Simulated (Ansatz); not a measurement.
Consider the formal hydrolysis of the Si–C bond: `C#C[SiH2]B(C)F` + H₂O → `CB(F)[SiH2]O` + `C#C`.

Gas-phase electronic energies from Ansatz, PBE0-D4/def2-TZVP geometries. CCSD(T)/CBS is the MP2 limit (def2-TZVPP, def2-QZVPP) plus CCSD(T) − MP2 in def2-TZVPP, frozen cores. This one scheme is used for every species. Functionals use def2-TZVPP. B3LYP here is the variant with VWN-RPA as its local correlation; programs differ in this. Each species was taken in one conformer, which may not be the lowest.

```tsv
level	ΔE (kJ/mol)	difference from CCSD(T)/CBS
PBE-D4	-29.5	7.2
r2SCAN-D4	-37.1	-0.4
B3LYP-D4	-39.8	-3.1
ωB97X-V	-41.8	-5.1
ωB97M-V	-41.3	-4.6
B2PLYP	-42.6	-5.9
r2SCAN	-38.0	-1.3
PBE0	-34.7	2.0
B3LYP	-44.3	-7.6
HF/def2-TZVPP	-53.8	-17.1
SCS-MP2/def2-TZVPP	-40.2	-3.5
CCSD/def2-TZVPP	-41.2	-4.5
CCSD(T)/def2-TZVPP	-38.1	-1.4
HF/def2-QZVPP	-54.2	-17.5
MP2/def2-QZVPP	-35.3	1.4
CCSD/CBS(def2)	-39.7	-3.0
CCSD(T)/CBS	-36.7	0
```

Largest T1 diagnostic among the species: 0.013.

In def2-TZVPP, CCSD(T) changes the Hartree–Fock value by +15.6 kJ/mol (the triples alone add +3.0 kJ/mol) and MP2 by +17.8 kJ/mol. The D4 term adds +4.5 kJ/mol with B3LYP and +2.7 kJ/mol with PBE0; it sums over pairs of atoms, weighted by their polarisabilities, and B3LYP, whose exchange is more repulsive, gets the larger term.
